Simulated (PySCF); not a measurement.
PySCF job for C₂H₆N, SMILES C=[NH+]C, charge +1, TDDFT-B3LYP/def2-SVPD. Geometry: PBE-D3(BJ)/def2-TZVP. The isomer is the one that the SMILES or the coordinates give; other isomers of the formula were not compared.

```python
import numpy as np
from pyscf import gto, scf, dft, tdscf

mol = gto.M(
    atom='''
    C    -0.23215115   -1.23796749    0.00000000
    N     0.41020280   -0.13061078   -0.00000000
    C    -0.16934223    1.21419830   -0.00000000
    H    -1.32472765   -1.22713790    0.00000000
    H     0.31829568   -2.18107742    0.00000000
    H     1.43738209   -0.17195135   -0.00000000
    H     0.18416825    1.74661377    0.89389529
    H    -1.26174595    1.14382978   -0.00000000
    H     0.18416825    1.74661378   -0.89389528
    ''',
    basis='def2-SVPD',
    charge=1,
    spin=0,
    symmetry=True,
    max_memory=1600,
    verbose=4,
)
mf = dft.RKS(mol, xc='b3lyp').density_fit(auxbasis='def2-universal-jkfit')
mf.grids.level = 3
mf.conv_tol = 1e-9
mf.max_cycle = 100
mf.kernel()
mf.grids = dft.Grids(mol).set(level=1).build(with_non0tab=True)  # coarser grid for the response kernel
td = tdscf.TDDFT(mf)
td.singlet = True
td.nstates = 10
td.conv_tol = 1e-4
td.kernel(x0=td.get_init_guess(mf, 15))
td.analyze()
tt = tdscf.TDA(mf)
tt.singlet = False
tt.nstates = 4
tt.conv_tol = 1e-4
tt.kernel(x0=tt.get_init_guess(mf, 9))
tt.analyze(verbose=3)
```

Program output:

```
PySCF version 2.14.0

[INPUT] verbose = 4
[INPUT] num. atoms = 9
[INPUT] num. electrons = 24
[INPUT] charge = 1
[INPUT] spin (= nelec alpha-beta = 2S) = 0
[INPUT] symmetry True subgroup None
[INPUT] Mole.unit = angstrom
[INPUT] Symbol           X                Y                Z      unit          X                Y                Z       unit  Magmom
[INPUT]  1 C     -0.232151150000  -1.237967490000   0.000000000000 AA   -0.438702093003  -2.339419507215   0.000000000000 Bohr   0.0
[INPUT]  2 N      0.410202800000  -0.130610780000   0.000000000000 AA    0.775170947530  -0.246818603116   0.000000000000 Bohr   0.0
[INPUT]  3 C     -0.169342230000   1.214198300000   0.000000000000 AA   -0.320010436023   2.294502247912   0.000000000000 Bohr   0.0
[INPUT]  4 H     -1.324727650000  -1.227137900000   0.000000000000 AA   -2.503372448139  -2.318954548074   0.000000000000 Bohr   0.0
[INPUT]  5 H      0.318295680000  -2.181077420000   0.000000000000 AA    0.601491661832  -4.121638980273   0.000000000000 Bohr   0.0
[INPUT]  6 H      1.437382090000  -0.171951350000   0.000000000000 AA    2.716258486455  -0.324940958249   0.000000000000 Bohr   0.0
[INPUT]  7 H      0.184168250000   1.746613770000   0.893895290000 AA    0.348027553340   3.300621670694   1.689217282139 Bohr   0.0
[INPUT]  8 H     -1.261745950000   1.143829780000   0.000000000000 AA   -2.384354284279   2.161525017322   0.000000000000 Bohr   0.0
[INPUT]  9 H      0.184168250000   1.746613780000  -0.893895280000 AA    0.348027553340   3.300621689591  -1.689217263241 Bohr   0.0

nuclear repulsion = 78.8719583924576
point group symmetry = Cs
symmetry origin: [-7.55890448e-10  4.53534271e-09  7.55890461e-10]
symmetry axis x: [ 1.00000000e+00 -1.05168622e-09  3.25540092e-10]
symmetry axis y: [-1.05168622e-09 -1.00000000e+00 -2.81754798e-10]
symmetry axis z: [-3.25540092e-10 -2.81754788e-10  1.00000000e+00]
num. orbitals of irrep A' = 74
num. orbitals of irrep A" = 34
number of shells = 48
number of NR pGTOs = 150
number of NR cGTOs = 108
basis = def2-SVPD
ecp = {}


[settings echo left out]
init E= -134.616726523277
HOMO (A") = -0.352302609468843  LUMO (A") = -0.104027549663083  gap/eV = 6.75591
cycle= 1 E= -134.195427613361  delta_E= 0.421  |g|= 0.214  |ddm|= 3.99
HOMO (A") = -0.587076054751673  LUMO (A") = -0.336331489402837  gap/eV = 6.82311
cycle= 2 E= -134.195223276918  delta_E= 0.000204  |g|= 0.25  |ddm|= 0.65
HOMO (A") = -0.580125850775344  LUMO (A") = -0.304197931730857  gap/eV = 7.50838
cycle= 3 E= -134.208956409686  delta_E= -0.0137  |g|= 0.0564  |ddm|= 0.235
HOMO (A") = -0.580545323624375  LUMO (A") = -0.298619421855111  gap/eV = 7.67159
cycle= 4 E= -134.209392796433  delta_E= -0.000436  |g|= 0.032  |ddm|= 0.0689
HOMO (A") = -0.57927310800204  LUMO (A") = -0.299922409021652  gap/eV = 7.60152
cycle= 5 E= -134.209641933462  delta_E= -0.000249  |g|= 0.00399  |ddm|= 0.0322
HOMO (A") = -0.57943337399546  LUMO (A") = -0.299965994510483  gap/eV = 7.60469
cycle= 6 E= -134.209645910011  delta_E= -3.98e-06  |g|= 0.000728  |ddm|= 0.00647
HOMO (A") = -0.57930514437118  LUMO (A") = -0.299860382839399  gap/eV = 7.60408
cycle= 7 E= -134.209646033397  delta_E= -1.23e-07  |g|= 0.000224  |ddm|= 0.00106
HOMO (A") = -0.579348192888035  LUMO (A") = -0.299900937165192  gap/eV = 7.60415
cycle= 8 E= -134.209646046555  delta_E= -1.32e-08  |g|= 2.41e-05  |ddm|= 0.00031
HOMO (A") = -0.579350157002785  LUMO (A") = -0.299902075936663  gap/eV = 7.60417
cycle= 9 E= -134.209646046714  delta_E= -1.59e-10  |g|= 4.64e-06  |ddm|= 5.86e-05
HOMO (A") = -0.579349654174049  LUMO (A") = -0.299902252873829  gap/eV = 7.60415
Extra cycle  E= -134.209646046711  delta_E= 2.73e-12  |g|= 5.84e-06  |ddm|= 1.44e-05
converged SCF energy = -134.209646046711
tot grids = 30312


******** <class 'pyscf.tdscf.rks.TDDFT'> for <class 'pyscf.df.df_jk.DFSymAdaptedRKS'> ********
nstates = 10 singlet
deg_eia_thresh = 1.000e-03
wfnsym = None
conv_tol = 0.0001
eigh lindep = 1e-12
eigh level_shift = 0
eigh max_cycle = 100


Excitation energies (eV)
[ 7.38790154  7.58470917  7.75612935  9.74721067 10.21721566 10.23899349
 10.88218463 11.14813094 11.419462   11.56958605]

** Singlet excitation energies and oscillator strengths **
Excited State   1:   A'      7.38790 eV    167.82 nm  f=0.2443
       9 -> 13       -0.15573
      12 -> 13        0.68704
Excited State   2:   A"      7.58471 eV    163.47 nm  f=0.0003
      11 -> 13       -0.70008
Excited State   3:   A"      7.75613 eV    159.85 nm  f=0.0001
      10 -> 13       -0.69921
Excited State   4:   A"      9.74721 eV    127.20 nm  f=0.0001
      12 -> 14       -0.70186
Excited State   5:   A"     10.21722 eV    121.35 nm  f=0.0005
       8 -> 13       -0.69565
Excited State   6:   A'     10.23899 eV    121.09 nm  f=0.1175
       9 -> 13        0.67813
      12 -> 13        0.14797
Excited State   7:   A"     10.88218 eV    113.93 nm  f=0.0008
      12 -> 15       -0.68627
      12 -> 17        0.14985
Excited State   8:   A'     11.14813 eV    111.22 nm  f=0.0411
      11 -> 14       -0.69979
Excited State   9:   A"     11.41946 eV    108.57 nm  f=0.0585
       7 -> 13       -0.22768
      12 -> 16        0.64645
      12 -> 17       -0.15685
Excited State  10:   A"     11.56959 eV    107.16 nm  f=0.0005
       7 -> 13       -0.24017
      12 -> 15        0.13282
      12 -> 17        0.63698

** Transition electric dipole moments (AU) **
state          X           Y           Z        Dip. S.      Osc.
  1         0.2180      1.1411     -0.0000      1.3495      0.2443
  2         0.0000      0.0000     -0.0404      0.0016      0.0003
  3         0.0000     -0.0000      0.0255      0.0006      0.0001
  4         0.0000     -0.0000     -0.0170      0.0003      0.0001
  5         0.0000      0.0000      0.0445      0.0020      0.0005
  6         0.3868      0.5646     -0.0000      0.4684      0.1175
  7        -0.0000      0.0000      0.0563      0.0032      0.0008
  8        -0.0608     -0.3833      0.0000      0.1506      0.0411
  9        -0.0000     -0.0000      0.4573      0.2091      0.0585
 10        -0.0000     -0.0000      0.0424      0.0018      0.0005

** Transition velocity dipole moments (imaginary part, AU) **
state          X           Y           Z        Dip. S.      Osc.
  1         0.0592      0.3066      0.0000      0.0975      0.2395
  2        -0.0000     -0.0000     -0.0130      0.0002      0.0004
  3        -0.0000     -0.0000      0.0076      0.0001      0.0001
  4         0.0000     -0.0000      0.0017      0.0000      0.0000
  5         0.0000     -0.0000      0.0182      0.0003      0.0006
  6         0.1427      0.2107      0.0000      0.0648      0.1147
  7        -0.0000      0.0000      0.0187      0.0003      0.0006
  8        -0.0254     -0.1561     -0.0000      0.0250      0.0407
  9        -0.0000      0.0000      0.2025      0.0410      0.0651
 10        -0.0000     -0.0000      0.0166      0.0003      0.0004

** Transition magnetic dipole moments (imaginary part, AU) **
state          X           Y           Z
  1        -0.0000      0.0000     -0.4583
  2         0.0910     -0.5804     -0.0000
  3        -0.8106     -1.0549      0.0000
  4         0.6512      0.3056      0.0000
  5         1.1061     -0.7370      0.0000
  6         0.0000      0.0000     -0.3098
  7        -0.6553     -0.0831     -0.0000
  8         0.0000      0.0000     -0.9598
  9        -0.2363     -0.2183     -0.0000
 10         0.1122     -0.2892     -0.0000


******** <class 'pyscf.tdscf.rks.TDA'> for <class 'pyscf.df.df_jk.DFSymAdaptedRKS'> ********
nstates = 4 triplet
deg_eia_thresh = 1.000e-03
wfnsym = None
conv_tol = 0.0001
eigh lindep = 1e-12
eigh level_shift = 0
eigh max_cycle = 100


Excitation energies (eV)
[4.87730261 7.09922339 7.46669818 8.53244847]

** Triplet excitation energies and oscillator strengths **
Excited State   1:   A'      4.87730 eV    254.21 nm  f=0.0000
Excited State   2:   A"      7.09922 eV    174.64 nm  f=0.0000
Excited State   3:   A"      7.46670 eV    166.05 nm  f=0.0000
Excited State   4:   A'      8.53245 eV    145.31 nm  f=0.0000
```

The run converged.
